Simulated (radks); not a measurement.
Spherical quantum dot in the effective-mass picture: electrons in a parabolic well V = omega^2 r^2 / 2 with omega = 2.92, with a point charge +1 (a donor) at the centre, all in effective atomic units (hartree* = m*/eps^2 hartree, bohr* = eps/m* bohr), one dielectric constant everywhere. Calculated with a radial shooting solver with Libxc functionals: non-relativistic Kohn-Sham, r2SCAN, spin-polarised, spherical densities, generalised Kohn-Sham scheme. Levels are named by radial order and angular momentum (1s, 1p, 1d, 2s, ...), and open shells are averaged over m. Each electron was tried in the lowest free levels, single moves between levels near the top were tried too, and the lowest total energy was kept; such a search can miss a lower state. At N = 1 the Hartree and exchange-correlation terms need not cancel, so that row can carry a self-interaction error.

\begin{tabular}{lrrrrr}
N & open shells & 2S & E (hartree*) & mu = E(N) - E(N-1) (hartree*) & addition energy mu(N+1) - mu(N) (hartree*) \\ \hline
1 & 1s(up 1, down 0) & 1 & 2.28034 & 2.2803 & 1.489 \\
2 & none & 0 & 6.04970 & 3.7694 & 4.354 \\
3 & 1p(up 1, down 0) & 1 & 14.1729 & 8.1232 & 0.8122 \\
4 & 1p(up 2, down 0) & 2 & 23.1082 & 8.9354 & 0.8496 \\
5 & 1p(up 3, down 0) & 3 & 32.8932 & 9.7850 & 1.227 \\
6 & 1p(up 3, down 1) & 2 & 43.9048 & 11.012 & 0.7618 \\
7 & 1p(up 3, down 2) & 1 & 55.6783 & 11.773 & 0.7939 \\
8 & none & 0 & 68.2456 & 12.567 & 3.039 \\
9 & 2s(up 1, down 0) & 1 & 83.8523 & 15.607 & 0.8516 \\
10 & none & 0 & 100.311 & 16.458 & 0.8606 \\
11 & 1d(up 1, down 0) & 1 & 117.630 & 17.319 & 0.6742 \\
12 & 1d(up 2, down 0) & 2 & 135.623 & 17.993 & 0.6461 \\
13 & 1d(up 4, down 0) 2s(up 1, down 0) & 5 & 154.262 & 18.639 & 0.6774 \\
14 & 1d(up 5, down 0) 2s(up 1, down 0) & 6 & 173.579 & 19.317 & 0.7797 \\
15 & 1d(up 5, down 0) & 5 & 193.675 & 20.096 & 0.8668 \\
16 & 1d(up 5, down 1) & 4 & 214.638 & 20.963 & 0.6348 \\
17 & 1d(up 5, down 2) & 3 & 236.236 & 21.598 & 0.6409 \\
18 & 1d(up 5, down 3) & 2 & 258.475 & 22.239 & 0.6423 \\
19 & 1d(up 5, down 4) & 1 & 281.356 & 22.881 & 0.6415 \\
20 & none & 0 & 304.879 & 23.523 & 2.761 \\
21 & 1f(up 1, down 0) & 1 & 331.162 & 26.283 & 0.5788 \\
22 & 1f(up 2, down 0) & 2 & 358.024 & 26.862 & 0.5799 \\
23 & 1f(up 3, down 0) & 3 & 385.467 & 27.442 & 0.5795 \\
24 & 1f(up 4, down 0) & 4 & 413.488 & 28.022 & 0.5784 \\
25 & 1f(up 5, down 0) & 5 & 442.088 & 28.600 & 0.5768 \\
26 & 1f(up 6, down 0) & 6 & 471.265 & 29.177 & 0.5748 \\
27 & 1f(up 7, down 0) & 7 & 501.017 & 29.752 & 0.8025 \\
28 & 1f(up 7, down 1) & 6 & 531.571 & 30.554 & 0.5501 \\
29 & 1f(up 7, down 2) & 5 & 562.675 & 31.104 & 0.5517 \\
30 & 1f(up 7, down 3) & 4 & 594.331 & 31.656 & 0.5520 \\
31 & 1f(up 7, down 4) & 3 & 626.539 & 32.208 & 0.5514 \\
32 & 1f(up 7, down 5) & 2 & 659.298 & 32.759 & 0.5503 \\
33 & 1f(up 7, down 6) & 1 & 692.608 & 33.310 & 0.5489 \\
34 & none & 0 & 726.466 & 33.859 & 0.7244 \\
35 & 2p(up 1, down 0) & 1 & 761.049 & 34.583 & 0.5464 \\
36 & 2p(up 2, down 0) & 2 & 796.178 & 35.129 & 0.5497 \\
37 & 2p(up 3, down 0) & 3 & 831.857 & 35.679 & 0.6991 \\
38 & 2p(up 3, down 1) & 2 & 868.236 & 36.378 & 0.5343 \\
39 & 2p(up 3, down 2) & 1 & 905.148 & 36.912 & 0.5377 \\
40 & none & 0 & 942.598 & 37.450 & 2.045 \\
41 & 1g(up 1, down 0) & 1 & 982.094 & 39.495 & 0.5000 \\
42 & 1g(up 2, down 0) & 2 & 1022.09 & 39.995 & 0.4995 \\
43 & 1g(up 3, down 0) & 3 & 1062.58 & 40.495 & 0.4987 \\
44 & 1g(up 4, down 0) & 4 & 1103.58 & 40.994 & - \\
\end{tabular}

All shells are closed at N = 2, 8, 10, 20, 34, 40 (there: 1s2 1p6 1d10 2s2 1f14 2p6); the second difference of the energy has clear peaks (12 % above both neighbours; the first and last values, which can be the largest, are not judged, and half-filled shells can peak too) at N = 2, 5, 8, 20, 27, 34, 37, 40.
